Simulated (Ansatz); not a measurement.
C$_{4}$H$_{9}$Br (`CC(C)(C)Br`). Charge 0, multiplicity 1. All single points use the PBE0-D4/def2-TZVP geometry.

```xyz
14

C     0.679    0.915   -0.902
C     0.180    0.072    0.253
C    -1.251    0.408    0.617
C     0.358   -1.408   -0.014
Br    1.306    0.520    1.833
H     0.587    1.979   -0.684
H     1.723    0.696   -1.129
H     0.079    0.692   -1.791
H    -1.361    1.468    0.849
H    -1.588   -0.172    1.476
H    -1.899    0.173   -0.234
H    -0.250   -1.690   -0.880
H     0.036   -2.006    0.840
H     1.400   -1.648   -0.233
```

**Question.** What is the dipole moment at PBE/def2-TZVPP? (Estimate.)

**Answer.** The calculation gave: 2.28 D, with components (-1.29, -0.51, -1.81) D in this frame, pointing from negative to positive charge.

**Question.** And with r2SCAN, B3LYP, ωB97M-V? (An estimate is asked.)

**Answer.** Ansatz gave: r2SCAN 2.44 D, B3LYP 2.35 D, ωB97M-V 2.35 D.

**Question.** Give the Mulliken charges with PBE, ωB97M-V, r2SCAN in def2-TZVPP. (An estimate is asked.)

**Answer.** The calculation gave: 
```json
{"atom": "C1", "PBE": "-0.26", "ωB97M-V": "-0.29", "r2SCAN": "-0.18"}
{"atom": "C2", "PBE": "0.18", "ωB97M-V": "-0.01", "r2SCAN": "0.25"}
{"atom": "C3", "PBE": "-0.26", "ωB97M-V": "-0.29", "r2SCAN": "-0.18"}
{"atom": "C4", "PBE": "-0.26", "ωB97M-V": "-0.29", "r2SCAN": "-0.18"}
{"atom": "Br5", "PBE": "-0.20", "ωB97M-V": "-0.16", "r2SCAN": "-0.22"}
{"atom": "H6", "PBE": "0.09", "ωB97M-V": "0.12", "r2SCAN": "0.06"}
{"atom": "H7", "PBE": "0.09", "ωB97M-V": "0.12", "r2SCAN": "0.06"}
{"atom": "H8", "PBE": "0.08", "ωB97M-V": "0.10", "r2SCAN": "0.05"}
{"atom": "H9", "PBE": "0.09", "ωB97M-V": "0.12", "r2SCAN": "0.06"}
{"atom": "H10", "PBE": "0.09", "ωB97M-V": "0.12", "r2SCAN": "0.06"}
{"atom": "H11", "PBE": "0.08", "ωB97M-V": "0.10", "r2SCAN": "0.05"}
{"atom": "H12", "PBE": "0.08", "ωB97M-V": "0.10", "r2SCAN": "0.05"}
{"atom": "H13", "PBE": "0.09", "ωB97M-V": "0.12", "r2SCAN": "0.06"}
{"atom": "H14", "PBE": "0.09", "ωB97M-V": "0.12", "r2SCAN": "0.06"}
```

B3LYP here is the variant with VWN-RPA as its local correlation; programs differ in this.
